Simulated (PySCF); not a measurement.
C₃H₃N₂, SMILES C1=CN=C[N]1 (connectivity only; charge and spin as stated), charge -1, multiplicity 1. Geometry optimised at PBE-D3(BJ)/def2-SVPD. The multiplicity is an assumed one; other spin states were not compared. The isomer is the one that the SMILES or the coordinates give; other isomers of the formula were not compared.

Computed with PBE-D3(BJ)/def2-SVPD run with PySCF.

Harmonic wavenumbers (cm⁻¹): 652, 681, 695, 749, 754, 899, 902, 1043, 1072, 1184, 1195, 1249, 1294, 1416, 1428, 3064, 3065, 3092. Rotational constants (GHz): 10.12, 9.534, 4.909; symmetry number 2.

Work out the zero-point energy and the ideal-gas rigid-rotor harmonic-oscillator thermochemistry at 298.15 K and 1 atm.

ZPE = ½ Σ hcν = ½ × 24435 cm⁻¹ = 146.15 kJ/mol. H − E(el) = 158.16 kJ/mol. Entropy in J/(mol K): translation 161.20, rotation 94.79, vibration 8.87, total 264.86. G − E(el) = 79.19 kJ/mol. Cp = 61.20 J/(mol K).
